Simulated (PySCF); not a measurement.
**Diatomics of Hf with the halogens**

PBE with triple-zeta basis sets in PySCF, for the lowest determinant that a PBE0 search found; no spin–orbit coupling. De refers to high-spin ground-configuration atoms. A positive dipole means M(−)Hf(+).

| M | basis | state (unpaired electrons) | Re (Å) | ωe (cm⁻¹) | De (eV) | μ (D) |
| --- | --- | --- | --- | --- | --- | --- |
| F | def2-TZVPPD | doublet (δ ↑) | 1.865 | 659 | n/a | 1.58 |
| Cl | def2-TZVPPD | doublet (δ ↑) | 2.304 | 371 | n/a | 1.50 |
| Br | def2-TZVPPD | doublet (δ ↑) | 2.466 | 245 | n/a | 1.41 |

The shortest bond is that of HfF (1.865 Å), the longest that of HfBr (2.466 Å).

Down a group the atoms grow and get heavier, so bonds lengthen and wavenumbers fall; this series shows no clear exception.

De is left out where the level can put another filling of the metal’s s and d shells below the measured ground configuration, by anything from nothing to about 1 eV. These are scalar-relativistic numbers at best; spin–orbit coupling would shift them, the dissociation energy most. With d or f electrons several states lie close, and the lowest PBE0 determinant need not be the measured ground state.
